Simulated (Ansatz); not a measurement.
Reactions of C$_{2}$H$_{5}$BOSi (`BC=C1O[SiH2]1`).

Isolated molecules relaxed with PBE0-D4/def2-TZVP in Ansatz; ΔE leaves out vibrations. CBS: MP2 limit from def2 TZ/QZ plus the TZ coupled-cluster correction, frozen cores. Double bonds are as drawn, so ΔE can hold a change between cis and trans. For Ga, Ge outer-core shells are correlated without core-valence functions, which leaves a few kJ/mol of doubt a bond. Scalar relativity is left out up to krypton. One conformer a species, not always the lowest.

Order these by ΔE at CCSD(T)/CBS, lowest first. (An estimate is asked.)
A. `B/C=C1\O[SiH2]1` + `O[SiH3]` → `BO[SiH3]` + `C=C1O[SiH2]1`
B. `B/C=C1\O[SiH2]1` + `[CH3][Ga]([CH3])[F]` → `B[CH2][Ga]([CH3])[F]` + `C=C1O[SiH2]1`
C. `B/C=C1\O[SiH2]1` + `N[SiH](F)CF` → `B[C@@H](F)[Si@@H](N)F` + `C=C1O[SiH2]1`
D. `B/C=C1\O[SiH2]1` + `CC[SiH2]C` → `BCC[SiH2]C` + `C=C1O[SiH2]1`
E. `B/C=C1\O[SiH2]1` + `[NH2][GeH3]` → `B[NH][GeH3]` + `C=C1O[SiH2]1`
F. `B/C=C1\O[SiH2]1` + `C=C(S)Cl` → `BSC(=C)Cl` + `C=C1O[SiH2]1`

E (-25.9 kcal/mol), A (-23.6 kcal/mol), F (-14.3 kcal/mol), B (+0.9 kcal/mol), C (+4.8 kcal/mol), D (+10.2 kcal/mol).

Largest T1 diagnostic: 0.016, for `B/C=C1\O[SiH2]1`.
